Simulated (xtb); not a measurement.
Cd(Br)(SeH) (BrCdHSe), SMILES [SeH][Cd][Br]. All values are semi-empirical tight-binding results from xtb (GFN2-xTB unless named), good for trends rather than for accurate numbers. The structure is a stationary point at GFN2-xTB. The structure was generated by enumeration; whether it is a known compound was not checked. The values are those of a single conformer.

Optimised geometry:

Bond lengths (Å): Cd1–Br2 2.444, Cd1–Se3 2.465, Se3–H4 1.434. Bond angles (°): Br2–Cd1–Se3 119.1, Cd1–Se3–H4 102.8.

For metal compounds this method's bond lengths and energies can be far off.

```yaml
point_group_as_xtb_finds_it: Cs
orbital_gap: 2.99 eV
zero_point_energy: 4.5 kcal/mol
G − E(el) at 298.15 K (modified RRHO): -16.3 kcal/mol
```

Problem. Give the atomic charges and the Wiberg bond orders between heavy atoms. (An estimate is asked for; the answer gives what the named calculation found.)

Solution. charges (e) Cd1 0.33, Br2 -0.23, Se3 -0.28, H4 0.18. Bond orders Cd1–Br2 0.97, Cd1–Se3 0.97.
